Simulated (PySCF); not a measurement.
# Electron correlation in Ba (barium, neutral)

[Xe] 6s2, closed-shell 1S. All numbers are calculated (PySCF 2.14, scalar relativity by spin-free X2C-1e, in ANO-RCC-VTZP (8s7p4d2f1g, 72 functions)). Frozen: [Kr] 4d10; 10 electrons correlated.

```csv
level,correlation energy (mhartree)
CCSD,-216.38
(T),-8.22
CCSD(T),-224.60
```

Diagnostics: T1 = 0.018, D1 = 0.0566, largest double amplitude 0.094.

Is a single reference adequate?

Mostly. T1 lies below 0.03, but a double amplitude of this size points to a near-degeneracy that CCSD handles and MP2 describes poorly.
